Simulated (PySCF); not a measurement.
O2Ta, neutral, multiplicity 2. Atoms are numbered in the order given.

```xyz
3

Ta     0.0000     0.0000     0.1872
O      0.0000     1.3680    -0.8542
O      0.0000    -1.3680    -0.8542
```
Charge 0, spin multiplicity 2.

Geometry: PBE0-D3(BJ)/def2-TZVP. The spin state was assumed, not searched. The def2 effective core potentials stand for the cores of Ta; spin–orbit coupling is left out.

All values below come from PySCF with PBE0-D3(BJ)/def2-TZVP.

Frequencies are harmonic and unscaled.

| mode | ν (cm⁻¹) | IR (km/mol) | moving atoms (share of kinetic energy) |
|---|---|---|---|
| 1 | 345 | 5.3 | O 92 %, Ta 8 % |
| 2 | 959 | 203.9 | O 90 %, Ta 10 % |
| 3 | 1026 | 72.7 | O 93 % |
